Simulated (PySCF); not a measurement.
F₃Si, doublet, geometry from GFN2-xTB, with bond 1-2 at 1.6 times its length; PBE/def2-SVP run with PySCF.

PySCF was given this input:
```python
from pyscf import gto, scf, dft

mol = gto.Mole()
mol.atom = '''
    F     2.344116    0.016390   -0.523419
    Si   -0.016259   -0.011009    0.427829
    F    -0.718422    1.262205   -0.217129
    F    -0.715262   -1.251196   -0.281682
'''
mol.basis = 'def2-svp'
mol.charge = 0
mol.spin = 1
mol.verbose = 4
mol.build()

mf = dft.UKS(mol)
mf.xc = 'pbe'
mf.diis_space = 20
mf.kernel()
```

It wrote (shortened):

```
PySCF version 2.14.0

[INPUT] verbose = 4
[INPUT] num. atoms = 4
[INPUT] num. electrons = 41
[INPUT] charge = 0
[INPUT] spin (= nelec alpha-beta = 2S) = 1
[INPUT] symmetry False subgroup None
[INPUT] Mole.unit = angstrom
[INPUT] Symbol           X                Y                Z      unit          X                Y                Z       unit  Magmom
[INPUT]  1 F      2.344116000000   0.016390000000  -0.523419000000 AA    4.429737244211   0.030972611182  -0.989118558394 Bohr   0.0
[INPUT]  2 Si    -0.016259000000  -0.011009000000   0.427829000000 AA   -0.030725057059  -0.020803994905   0.808479638147 Bohr   0.0
[INPUT]  3 F     -0.718422000000   1.262205000000  -0.217129000000 AA   -1.357620821862   2.385221763057  -0.410314343701 Bohr   0.0
[INPUT]  4 F     -0.715262000000  -1.251196000000  -0.281682000000 AA   -1.351649287309  -2.364417768151  -0.532301834220 Bohr   0.0

nuclear repulsion = 152.902384096217
number of shells = 26
number of NR pGTOs = 108
number of NR cGTOs = 60
basis = def2-svp
ecp = {}

******** <class 'pyscf.dft.uks.UKS'> ********
method = UKS
initial guess = minao
damping factor = 0
level_shift factor = 0
DIIS = <class 'pyscf.scf.diis.CDIIS'>
diis_start_cycle = 1
diis_space = 20
diis_damp = 0
SCF conv_tol = 1e-09
SCF conv_tol_grad = None
SCF max_cycles = 50
direct_scf = True
direct_scf_tol = 1e-13
number electrons alpha = 21  beta = 20
XC library pyscf.dft.libxc version 7.1.2
    S. Lehtola, C. Steigemann, M. J. T. Oliveira, and M. A. L. Marques,  SoftwareX 7, 1–5 (2018)
XC functionals = pbe
    J. P. Perdew, K. Burke, and M. Ernzerhof,  Phys. Rev. Lett. 77, 3865 (1996)
    J. P. Perdew, K. Burke, and M. Ernzerhof,  Phys. Rev. Lett. 78, 1396 (1997)
    J. P. Perdew, K. Burke, and M. Ernzerhof,  Phys. Rev. Lett. 77, 3865 (1996)
    J. P. Perdew, K. Burke, and M. Ernzerhof,  Phys. Rev. Lett. 78, 1396 (1997)
radial grids:
    Treutler-Ahlrichs [JCP 102, 346 (1995); DOI:10.1063/1.469408] (M4) radial grids

becke partition: Becke, JCP 88, 2547 (1988); DOI:10.1063/1.454033
pruning grids: <function nwchem_prune>
grids dens level: 3
symmetrized grids: False
atomic radii adjust function: <function treutler_atomic_radii_adjust>
small_rho_cutoff = 0
Set gradient conv threshold to 3.16228e-05
tot grids = 61968
init E= -588.36171777301

cycle= 1 E= -587.921665065344  delta_E= 0.44  |g|= 0.84  |ddm|= 1.49
cycle= 2 E= -576.32586481673  delta_E= 11.6  |g|= 2.68  |ddm|= 3.56
cycle= 3 E= -587.637984094077  delta_E= -11.3  |g|= 1.21  |ddm|= 3.44
cycle= 4 E= -588.152027520644  delta_E= -0.514  |g|= 0.374  |ddm|= 0.654
cycle= 5 E= -588.031834246157  delta_E= 0.12  |g|= 0.58  |ddm|= 1.27
cycle= 6 E= -588.123535662971  delta_E= -0.0917  |g|= 0.457  |ddm|= 0.231
cycle= 7 E= -588.241084435397  delta_E= -0.118  |g|= 0.185  |ddm|= 0.508
cycle= 8 E= -588.252641475933  delta_E= -0.0116  |g|= 0.148  |ddm|= 0.196
cycle= 9 E= -588.244946605265  delta_E= 0.00769  |g|= 0.182  |ddm|= 0.071
cycle= 10 E= -588.24517073014  delta_E= -0.000224  |g|= 0.181  |ddm|= 0.00858
cycle= 11 E= -588.252858266126  delta_E= -0.00769  |g|= 0.143  |ddm|= 0.0559
cycle= 12 E= -588.261153104213  delta_E= -0.00829  |g|= 0.0826  |ddm|= 0.0923
cycle= 13 E= -588.265216373068  delta_E= -0.00406  |g|= 0.0152  |ddm|= 0.117
cycle= 14 E= -588.265333899431  delta_E= -0.000118  |g|= 0.00409  |ddm|= 0.0262
cycle= 15 E= -588.26534367312  delta_E= -9.77e-06  |g|= 0.000585  |ddm|= 0.00877
cycle= 16 E= -588.26534334028  delta_E= 3.33e-07  |g|= 0.00106  |ddm|= 0.00251
cycle= 17 E= -588.265343959383  delta_E= -6.19e-07  |g|= 0.000211  |ddm|= 0.00104
cycle= 18 E= -588.265343985955  delta_E= -2.66e-08  |g|= 1.6e-05  |ddm|= 0.000279
cycle= 19 E= -588.265343986068  delta_E= -1.12e-10  |g|= 5.11e-06  |ddm|= 2.3e-05
Extra cycle  E= -588.265343985466  delta_E= 6.02e-10  |g|= 3.36e-05  |ddm|= 5e-05
converged SCF energy = -588.265343985466  <S^2> = 0.76211712  2S+1 = 2.0120806
```
